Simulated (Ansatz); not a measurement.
Consider the ligand exchange at the Si–O bond: `[F][In]([SH])[O][SiH3]` + `C[SiH2]BO` → `C[SiH2]BO[SiH3]` + `[OH][In]([F])[SH]`.

Gas-phase electronic energies from Ansatz, PBE0-D4/def2-TZVP geometries. CCSD(T)/CBS adds triple-zeta CCSD(T) − MP2 to the extrapolated MP2 energy (def2 sets, frozen cores). DFT in def2-TZVPP. Elements past krypton have def2 core potentials. For In outer-core shells are correlated without core-valence functions, which leaves a few kJ/mol of doubt a bond. One conformer a species, not always the lowest.

`[F][In]([SH])[O][SiH3]`:

Cartesian coordinates in Å:
```
F -2.071 0.905 -0.697
In -0.149 0.862 -0.979
S 0.830 2.159 -2.665
O 0.774 -0.335 0.259
Si 0.338 -1.325 1.488
H -0.366 2.652 -3.033
H -0.571 -2.405 1.014
H -0.357 -0.573 2.569
H 1.571 -1.941 2.043
```

`C[SiH2]BO`:

Z-matrix (Å, degrees):
```
C
Si 1 1.877
H 1 1.092 2 110.6
H 1 1.092 2 110.5 3 119.2
H 1 1.092 2 111.4 3 -120.4
B 2 2.027 1 113.8 3 -59.9
H 2 1.495 1 110.0 3 62.1
H 2 1.495 1 110.0 3 178.3
O 6 1.354 2 118.7 1 -0.7
H 6 1.207 2 122.5 1 179.4
H 9 0.962 6 113.7 2 -179.9
```

`C[SiH2]BO[SiH3]`:

Cartesian coordinates in Å:
```
C -1.618 -0.355 2.282
Si -0.115 -0.908 1.298
B -0.039 -0.036 -0.536
O 1.146 0.319 -1.078
Si 1.539 1.000 -2.540
H -1.574 0.716 2.494
H -1.681 -0.886 3.234
H -2.537 -0.550 1.723
H -0.197 -2.387 1.082
H 1.130 -0.655 2.081
H -1.044 0.160 -1.183
H 0.308 1.240 -3.335
H 2.241 2.277 -2.272
H 2.442 0.065 -3.251
```

`[OH][In]([F])[SH]`:

```xyz
6

O     1.379   -1.491   -0.274
In    0.051   -0.071   -0.005
F    -1.484   -0.677    1.036
S     0.075    2.155   -0.740
H     1.097   -2.309    0.146
H    -1.117    2.392   -0.164
```

```csv
level,ΔE (kcal/mol)
PBE-D4,3.7
MP2/def2-TZVPP,5.2
```

Problem. What does CCSD(T)/CBS give? (Estimate.)

Solution. Ansatz gave: +5.0 kcal/mol. The listed levels differ from it by -1.3, 0.2 kcal/mol.

Largest T1 diagnostic among the species: 0.016.

From PBE to PBE0 (25 % exact exchange), in def2-TZVPP and without D4, ΔE moves by +0.8 kcal/mol.
